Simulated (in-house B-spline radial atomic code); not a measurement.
# RPA and G0W0 on BHandHLYP: the selenium ion Se⁵⁺

Configuration [Ar] 3d10 4s1, highest spin, mean-field start BHandHLYP. Computed with a B-spline radial code for spherical atoms: all electrons, non-relativistic, point nucleus, each spin shell either full or empty, empty states to l = 9 with an (l + 1/2)⁻⁴ tail; G0W0 by contour deformation at full frequency.

Command:
```bash
python run_gw.py task.json out
```
Settings (radii: box in bohr, nucleus in fm):
```
Z                        34
electrons                29
configuration            [Ar] 3d10 4s1
hamiltonian              nr
method                   bhandhlyp
lmax                     9
spin_polarised           True
box_radius               10.43
intervals                50
ion_configuration        [Ar] 3d10
```

Time taken, with all properties: 5.5 s on 1 thread of Arm Neoverse N1, on a shared host.

Energies (hartree):

```
                                     term        value
                         mean-field total  -2395.23602
Hartree-Fock functional on these orbitals  -2393.73676
                      direct second order      -2.3682
                    second-order exchange      0.69536
                         SOSEX correction      0.64717
```

Task: What is the RPA correlation energy, and what remains with SOSEX?

Result: RPA gives -2.0948 hartree (-1.97 eV per electron); RPA + SOSEX gives -1.4476, and the second-order doubles -1.6728 hartree (no singles). SOSEX takes back 31 % of the RPA value.

Quasi-particle levels (eV):

```tsv
level	occupied	mean field	Σx - vxc	Σc	QP weight	G0W0
4s up	yes	-77.96	-1.86	?	?	?
3d down	yes	-131.91	-8.57	2.41	0.959	-138.06
3d up	yes	-132.16	-8.61	2.48	0.930	-138.29
4s down	no	-70.13	5.73	-2.30	0.968	-66.69
```

G0W0 = mean field + (Σx - vxc) + Σc, with Σc (partial-wave tail included) taken at the quasi-particle energy. Only the outer levels were computed. Levels of low weight are left out.

Task: Where does G0W0 put 4s up?

Result: At -81.51 eV, with Σc = -1.69 eV and a quasi-particle weight of 0.979. The tabulated removal energy is 81.83 ± 0.03 eV (NIST, measured); the calculation leaves out relativity, Breit and QED terms, and what these don't explain is the method's own error.

Task: What does it cost to remove one electron (to [Ar] 3d10) by differences of total energies, each species on its own start (correlation terms add to the Hartree-Fock functional)?

Result: BHandHLYP 81.41 eV, Hartree-Fock functional 79.59 eV, + RPA 81.20 eV, + RPA + SOSEX 80.56 eV, + second order 80.92 eV. Tabulated: 81.83 ± 0.03 eV (NIST, measured); the calculation leaves out relativity, Breit and QED terms, and what these don't explain is the method's own error.
